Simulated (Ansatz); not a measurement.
Gas-phase electronic energies from Ansatz, PBE0-D4/def2-TZVP geometries. CBS: MP2 limit from def2 TZ/QZ plus the TZ coupled-cluster correction, frozen cores. Functionals use def2-TZVPP. B3LYP here is the variant with VWN-RPA as its local correlation; programs differ in this. HSE06 is defined as in plane-wave codes. def2 core potentials past Kr. For Ga, Ge, Zr outer-core shells are correlated without core-valence functions, which leaves a few kJ/mol of doubt a bond. Scalar relativity is left out up to krypton. One conformer a species, not always the lowest.

Reaction (substitution at a C–Ga bond): `[CH3][Ga]([OH])[GeH3]` + `[NH2][Zr]([F])([F])[F]` → `C[NH][Zr]([F])([F])[F]` + `[OH][GaH][GeH3]`

| level | ΔE (kcal/mol) | difference from CCSD(T)/CBS |
| --- | --- | --- |
| LDA (SPW92) | 15.9 | -2.8 |
| PBE-D4 | 16.7 | -2.0 |
| revPBE-D4 | 16.0 | -2.7 |
| BLYP-D4 | 16.4 | -2.3 |
| r2SCAN-D4 | 17.5 | -1.2 |
| PBE0-D4 | 17.1 | -1.6 |
| B3LYP-D4 | 16.8 | -1.9 |
| r2SCAN0-D4 | 17.8 | -0.9 |
| HSE06-D4 | 17.1 | -1.6 |
| BHLYP-D4 | 17.0 | -1.7 |
| CAM-B3LYP-D4 | 16.9 | -1.8 |
| ωB97X-V | 16.8 | -1.9 |
| ωB97M-V | 17.8 | -0.9 |
| B2PLYP | 17.5 | -1.2 |
| PBE-QIDH | 17.8 | -0.9 |
| PBE | 16.7 | -2.0 |
| revPBE | 16.9 | -1.8 |
| r2SCAN | 17.5 | -1.2 |
| PBE0 | 17.1 | -1.6 |
| B3LYP | 16.9 | -1.8 |
| r2SCANh | 17.6 | -1.1 |
| r2SCAN0 | 17.8 | -0.9 |
| HSE06 | 17.1 | -1.6 |
| BHLYP | 16.9 | -1.8 |
| CAM-B3LYP | 16.9 | -1.8 |
| LC-ωPBE | 17.7 | -1.0 |
| RPA@PBE/def2-TZVPP | 16.2 | -2.5 |
| HF/def2-SVP | 13.6 | -5.1 |
| MP2/def2-SVP | 14.7 | -4.0 |
| CCSD/def2-SVP | 13.3 | -5.4 |
| CCSD(T)/def2-SVP | 13.1 | -5.6 |
| HF/def2-TZVPP | 16.1 | -2.6 |
| MP2/def2-TZVPP | 19.0 | 0.3 |
| SCS-MP2/def2-TZVPP | 17.7 | -1.0 |
| CCSD/def2-TZVPP | 17.8 | -0.9 |
| CCSD(T)/def2-TZVPP | 17.8 | -0.9 |
| HF/def2-QZVPP | 15.8 | -2.9 |
| HF/CBS(def2) | 15.8 | -2.9 |
| MP2/CBS(def2) | 19.9 | 1.2 |
| CCSD/CBS(def2) | 18.7 | 0.0 |
| CCSD(T)/CBS | 18.7 | 0 |

Largest T1 diagnostic among the species: 0.017.

In def2-TZVPP, CCSD(T) changes the Hartree–Fock value by +1.7 kcal/mol (the triples alone add −0.0 kcal/mol) and MP2 by +2.9 kcal/mol. Leaving LDA and LC-ωPBE aside and taking each functional with its dispersion term where it has one, the values, not all of them listed here, spread over 1.9 kcal/mol, from B97M-V to PBE-QIDH. LDA lies −0.8 kcal/mol from PBE without D4.

CCSD(T)/CBS has its own doubt, a few kJ/mol and more with outer-core shells, so smaller differences from it don't rank the levels.
